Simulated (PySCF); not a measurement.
# Al: excitation energy

Al [Ne] 3s2 3p1 (2P) → Al [Ne] 3s1 3p1 3d1 (high-spin determinant), as a difference of total energies. All numbers are calculated (PySCF 2.14, the spin-free X2C one-electron Hamiltonian (Gaussian nucleus), in aug-cc-pVTZ-DK (6s5p3d2f, 50 functions)). Correlated levels: valence: [Ne] frozen. The calculations carry no spin-orbit coupling.

```tsv
method	excitation energy (eV)
UHF	7.710
LDA	8.514
PBE	8.359
PBE0	8.417
r2SCAN	8.255
CAM-B3LYP	8.924
M06-2X	8.939
revPBE	8.271
B3LYP	8.654
MP2 (valence)	8.491
SCS-MP2 (valence)	8.760
```

Problem. How much does correlation contribute at MP2 (valence)?

Solution. 8.491 − (7.710) = 0.781 eV, measured against UHF.

The upper state lies above the first ionisation limit, but in LS coupling its spin forbids autoionisation to the ground ion.

The promoted electron is Rydberg-like, and one or two diffuse shells describe it only roughly, which tends to raise the upper state.

The determinant of the upper state mixes LS terms, which raises its energy above the lowest term, most at the Hartree-Fock and MP2 levels.
